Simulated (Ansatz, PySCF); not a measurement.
Gas-phase reaction in SMILES: C=CC[Si](O)(O)O [trihydroxy(prop-2-enyl)silane] + 2 C (CH4) + 3 [SiH4] (SiH4) -> C=C (C2H4) [ethene] + CC (C2H6) [ethane] + C[SiH3] [methylsilane] + 3 O[SiH3]
Each molecule is optimised on its own at B3LYP-D3(BJ)/def2-TZVP (Ansatz, an electronic-structure program), one conformer each, not searched for the lowest. Frequencies are from Ansatz or PySCF.
Geometry of the first species:
```
C
H 1 1.0930
H 1 1.0932 2 107.85
C 1 1.4958 2 111.14 3 121.68
C 4 1.3303 1 125.34 2 -139.04
H 5 1.0821 4 121.48 1 -177.60
H 5 1.0847 6 116.92 4 178.75
H 4 1.0861 5 118.86 6 -1.04
Si 1 1.8690 2 108.52 3 -116.83
O 9 1.6390 1 105.15 2 -55.71
H 10 0.9608 9 118.05 1 172.68
O 9 1.6412 10 108.52 11 50.01
H 12 0.9606 9 116.74 10 -145.45
O 9 1.6469 10 113.94 11 -67.01
H 14 0.9624 9 115.96 10 -76.49
```

Property: bond separation energy (enthalpy at 298 K, with B3LYP-D3(BJ) rigid-rotor harmonic-oscillator terms), in eV. Cores are frozen in the correlated levels unless marked. No spin-orbit coupling. Non-relativistic. CBS marks a two-point X^-3 extrapolation of the correlation energy; Hartree-Fock from the larger set. [CCSD(T)-MP2]/basis is that difference in the basis named.

```
level                                                                 program  bond separation energy (eV)
-------------------------------------------------------------  --------------  ---------------------------
PBE-D3(BJ)/def2-TZVPD                                          Ansatz + dftd3                            …
BLYP-D3(BJ)/def2-TZVPD                                         Ansatz + dftd3                            …
BHLYP/def2-TZVPD                                                       Ansatz                         1.05
B2PLYP-D3(BJ)/def2-TZVPD                                       Ansatz + dftd3                         1.18
RPA@PBE/cc-pV(T+d)Z                                                    Ansatz                            …
SCS-MP2/STO-3G                                                         Ansatz                         1.16
RI-MP2/CBS(cc-pV(T+d)Z,cc-pV(Q+d)Z)+[CCSD(T)-MP2]/cc-pV(T+d)Z          Ansatz                         1.18
```

Question: What belongs in the gaps?

Answer: 
- PBE-D3(BJ)/def2-TZVPD, bond separation energy (eV): 1.22
- BLYP-D3(BJ)/def2-TZVPD, bond separation energy (eV): 1.17
- RPA@PBE/cc-pV(T+d)Z, bond separation energy (eV): 1.12
